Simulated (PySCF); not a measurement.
GeH₅IN₂.
Bonds: N1–Ge2, Ge2–N3, Ge2–I4. Hydrogens: H5, H6 on N1; H7 on Ge2; H8, H9 on N3.

Computed by this run: PySCF, PBE0-D3(BJ)/def2-SVP geometry optimisation, gas phase, def2 core potentials past Kr; density fitting, grid level 1; the optimiser is geomeTRIC in internal coordinates, started from a GFN2-xTB structure with every atom displaced at random (about 0.01 Å).

Step 12: E = -67663.0457 eV
```
atom  x, y, z in Å  |  force x, y, z in eV/Å
N1     -1.2790   -0.8946    0.3500    0.076  -0.071  -0.150
Ge2    -0.0488    0.4344    0.3019   -0.017   0.002   0.034
N3      1.4359   -0.3092   -0.4312   -0.059  -0.041  -0.109
I4     -0.5807    2.3717   -1.2659   -0.017   0.008  -0.021
H5     -1.2992   -1.4343   -0.5146   -0.055   0.040   0.092
H6     -2.2251   -0.6593    0.6346    0.011   0.031   0.028
H7      0.0472    1.0669    1.6989   -0.006   0.004   0.039
H8      2.0032   -0.9071    0.1611    0.017   0.017   0.046
H9      2.0129    0.3229   -0.9758    0.051   0.011   0.040
```

Step 13: E = -67663.0499 eV
```
atom  x, y, z in Å  |  force x, y, z in eV/Å
N1     -1.2787   -0.8915    0.3377    0.142  -0.087  -0.103
Ge2    -0.0467    0.4325    0.2897   -0.028   0.028   0.055
N3      1.4391   -0.3143   -0.4402    0.007  -0.032  -0.100
I4     -0.5994    2.3655   -1.2755    0.006   0.010  -0.017
H5     -1.3223   -1.4196   -0.5322   -0.092   0.026   0.083
H6     -2.2102   -0.6633    0.6684   -0.037   0.019  -0.006
H7      0.0521    1.0581    1.6899   -0.011   0.017   0.035
H8      1.9959   -0.9053    0.1703   -0.008   0.001   0.037
H9      2.0365    0.3294   -0.9490    0.022   0.018   0.017
```

Task: Estimate the geometry and energy of step 14. (The exact step hangs on the optimiser's Hessian estimate; all steps are aligned on step 13, rigid shifts and turns removed.)

Result: E = -67663.0531 eV, largest force 0.130 eV/Å
```
atom  x, y, z in Å  |  force x, y, z in eV/Å
N1     -1.2751   -0.8930    0.3218    0.049  -0.004   0.121
Ge2    -0.0431    0.4286    0.2752   -0.022   0.050   0.005
N3      1.4474   -0.3145   -0.4563    0.039  -0.016  -0.014
I4     -0.6049    2.3649   -1.2902    0.023  -0.021   0.023
H5     -1.3718   -1.4225   -0.5378   -0.021  -0.016  -0.092
H6     -2.1869   -0.6618    0.7023   -0.032   0.002   0.003
H7      0.0479    1.0422    1.6866   -0.015   0.000  -0.045
H8      1.9880   -0.8972    0.1787   -0.012  -0.011  -0.006
H9      2.0647    0.3448   -0.9212   -0.008   0.018   0.005
```

The energy changes by -0.0032 eV. The first-order estimate −F·Δx gives -0.0075 eV and the mean of the old and new forces, exact on a quadratic surface, -0.0034 eV. The step makes an angle of 72° with the force vector and moves no atom by more than 0.050 Å.

What follows is the cost of the whole optimisation. On one thread of an AMD EPYC, shared host with 64 logical CPUs at a one-minute load of 60, this took 6.3 min wall, 5.3 min CPU and 0.50 GiB of memory at its peak.
